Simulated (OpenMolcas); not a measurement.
**Os4+: effect of the active space**

| Property | Result |
| --- | --- |
| Program | OpenMolcas 26.06 |
| Method | CASSCF or its RAS form |
| Basis | ANO-R2 |
| Scalar Hamiltonian | X2C, finite nucleus |
| Spin-orbit coupling | RASSI with atomic mean-field integrals over the reference wave functions, term energies averaged over their components |

A. 4 electrons in 5 orbitals (5d); 2S+1 = 5 even, 5 roots; 2S+1 = 3 even, 45 roots; 2S+1 = 1 even, 50 roots; cost about 40 core-seconds
B. 10 electrons in 8 orbitals (RAS1 5p, at most 2 holes; RAS2 5d); 2S+1 = 5 even, 5 roots; 2S+1 = 3 even, 45 roots; 2S+1 = 1 even, 50 roots; cost roughly 90 core-seconds
C. 4 electrons in 10 orbitals (5d 6d); 2S+1 = 5 even, 5 roots; 2S+1 = 3 even, 45 roots; 2S+1 = 1 even, 50 roots; cost about 110 core-seconds

Energies in cm-1 above 5d4 5D0, the measured ground level; measured values from the list in Palmeri et al., Atoms 14, 22 (2026).

```
            Level      A      B      C  Measured
   5d4 5D0 [68 %]    0.0    0.0    0.0       0.0
          5d4 5D1   3622   4135   3681      4311
          5d4 5D2   7214   7985   7285      8083
          5d4 5D3  10311  11163  10398     11018
          5d4 5D4  12774  13567  12878     12966
5d4 3P0(1) [55 %]  20777  20113  20429          
   5d4 3H4 [56 %]  22274  23458  21970     20374
   5d4 3G3 [58 %]  26934  27504  26599     23942
          5d4 3H5  27394  29086  27191     25344
       5d4 3P1(1)  28159  27610  27885     24680
5d4 3F2(1) [74 %]  28195  28075  27876          
          5d4 3H6  29747  31717  29581     27669
5d4 3F3(1) [53 %]  36382  36936  36121          
   5d4 3D3 [58 %]  38592  38914  38323          
          5d4 3G5  39825  41362  39732     37016
          5d4 1I6  42103  44528  41927     39284
          5d4 3D1  43069  43201  42745     38536
       5d4 1S0(1)  49479  48305  49181          
   5d4 1F3 [64 %]  53183  53359  52814     46549
5d4 3P2(2) [74 %]  57857  56626  57311          
5d4 3F4(2) [67 %]  60142  59451  59686          
5d4 3F2(2) [62 %]  62674  62333  62029          
       5d4 3F3(2)  63434  63013  62803     55872
       5d4 3P1(2)  64619  63599  64000     55988
```

Deviations, from unrounded energies. A percentage is the sum of absolute deviations over the sum of measured energies, with the sign that they share, or ± where signs differ.

```json
{"Against measurement": "mean absolute deviation (cm-1)", "Levels": "15", "A": "3200", "B": "3600", "C": "2900"}
{"Against measurement": "fine structure of the ground term (%)", "Levels": "4", "A": "-6.8", "B": "±2.8", "C": "-5.9"}
{"Against measurement": "other terms of the ground configuration (%)", "Levels": "11", "A": "+11.5", "B": "+13.5", "C": "+10.6"}
```

C lies closest to measurement on these levels and B furthest from it. The largest miss of C in the table is 5d4 3P1(2), by +8000 cm-1. The ranking rests on the paired levels alone, and a cruder setting can come out closer through cancelling errors.

Among A to C the level of the table that moves most is 5d4 1I6, by 2600 cm-1 (lowest in C, highest in B).

Without dynamic correlation excited terms often stand tens of per cent too high (terms of higher spin than the ground term too low), and those without a measured partner can miss by more than the paired ones. Active for correlation alone: 5p; no level in the range computed is led by a configuration that opens it, so any true level of that kind is missing (holds for B). Active for correlation alone: 6d; no level in the range computed is led by a configuration that fills it, so any true level of that kind is missing (holds for C). Measured partners are found by configuration, term and J. A level has none where our copy of the source lacks it or the pairing is in doubt (some pairs that miss far off the trend of their configuration count as doubtful), and it then counts in no deviation. Levels of configurations outside the active space are missing. Levels that lie high or do not pair safely by name in every column are left out.

A share in square brackets marks a mixed level and gives the weight of the term that names it, the lowest over the columns. A number in round brackets counts repeated terms of one configuration in the order of the reference energies.
